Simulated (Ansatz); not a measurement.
Ansatz (a program for electronic structure) input:

Ansatz 0.2 input:
```yaml
crystal:
  periodic: [false, false, false]
  atoms:
    - {symbol: Ca, position_ang: [-0.46967895, 0.64055944, -0.33849273]}
    - {symbol: Cl, position_ang: [1.92601282, 0.10603912, -1.43941156]}
    - {symbol: Cl, position_ang: [-1.42338249, -0.73769229, 1.76816262]}
basis:
  gaussian:
    orbitals: def2-TZVP
hamiltonian:
  xc: b3lyp
  dispersion: d3bj
total_charge: -1
magnetization: {spin_polarized: true, initial_magnetization: 1}
relax: {f_tol: 0.002, max_steps: 150}
```

Predict the final energy.

-1598.28688 Eh (B3LYP-D3(BJ)/def2-TZVP). The basis has 110 functions.
